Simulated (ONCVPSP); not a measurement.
## Au (Z = 79): variants of one ONCV potential

Base potential:

```
Element                 : gold
Generator               : ONCVPSP 4.0.1
Type                    : optimised norm-conserving Vanderbilt (ONCV)
Functional              : LDA (Perdew-Zunger)
Relativity              : scalar-relativistic
Frozen core             : [Kr] 4d10 4f14
Valence charge          : 19
Reference configuration : 5s2 5p6 5d10 (charge +1)
Partial waves           : 5s: rc 1.10 bohr, ncon 4, nbas 7, qcut 4.8 1/bohr, 2 projectors, debl 0.7 Ha; 5p: rc 1.75 bohr, ncon 3, nbas 6, qcut 6.2 1/bohr, 2 projectors, debl 1.9 Ha; 5d: rc 1.60 bohr, ncon 4, nbas 7, qcut 6 1/bohr, 2 projectors, debl 3.3 Ha
Local potential         : polynomial inside 0.70 bohr (lpopt 2, dvloc0 4 Ha)
Core correction         : Teter function, parameters optimised by the program
```

In the s channel the program set the typed energies aside and used -4.312, 0.250 Ha. In the p channel the program set the typed energies aside and used -2.524, 0.250 Ha.

Cutoffs, loose and tight: the cutoffs (Ha) at which the residual kinetic energy of the hardest occupied pseudo-wave falls to 1 and 0.1 mHa per electron. They do not see the model core or the augmentation charge, which bear on the density cutoff. Test errors are all-electron minus pseudo excitation energies from the reference, over the configurations 5s2 5p6 5d10 6s1; 5s2 5p6 5d9; 5s2 5p6 5d8; 5s2 5p6 5d10 6s0.5. A dash means not determined; rows that change the core or the reference have their own tests.

A true bound ghost makes a file unfit for plane-wave use even where its test errors are small: the radial tests pick states by their node count and pass the ghost by.

| change | outcome | cutoff, loose | cutoff, tight | bound ghosts | GHOST(+) flags above zero | largest test error (meV) |
| --- | --- | --- | --- | --- | --- | --- |
| base | generated, projector energies reset by the program | 106 Ha | 147 Ha | none | s, p | -14 |
| s: qcut 4.1 | generated, projector energies reset by the program | 107 Ha | 149 Ha | none | s, p | -14 |
| s: qcut 3.7; p: qcut 4.7; d: qcut 4.6 | generated, projector energies reset by the program | 107 Ha | 149 Ha | none | s, p, d | -12 |
| p: qcut 7.6 | generated, projector energies reset by the program | 106 Ha | 147 Ha | none | s, p | -13 |
| p: rc 1.3 | generated, projector energies reset by the program | 106 Ha | 147 Ha | none | s, p | -15 |
| functional LDA (Perdew-Wang 92) | generated, projector energies reset by the program | 106 Ha | 147 Ha | none | s, p | -14 |

**Question.** What comes out with this change to the base: core [Xe] 4f14, valence charge 11; reference 5d10 6s0.75 6p0.25; waves now 6s: rc 2.25 bohr, ncon 4, nbas 8, qcut 2.4 1/bohr, 2 projectors, debl 3.3 Ha; 6p: rc 2.45 bohr, ncon 4, nbas 9, qcut 3.5 1/bohr, 3 projectors, debl 2.8 Ha; 5d: rc 1.30 bohr, ncon 3, nbas 6, qcut 6.8 1/bohr, 3 projectors, debl 2.1 Ha; local potential polynomial inside 1.10 bohr (lpopt 5, dvloc0 0 Ha)?

**Answer.** outcome: generated; cutoff, loose: 20 Ha; cutoff, tight: 32 Ha; bound ghosts: s; GHOST(+) flags above zero: s, p; largest test error (meV): -10 over the solved tests; 1 of 4 tests not solved or not reliable.
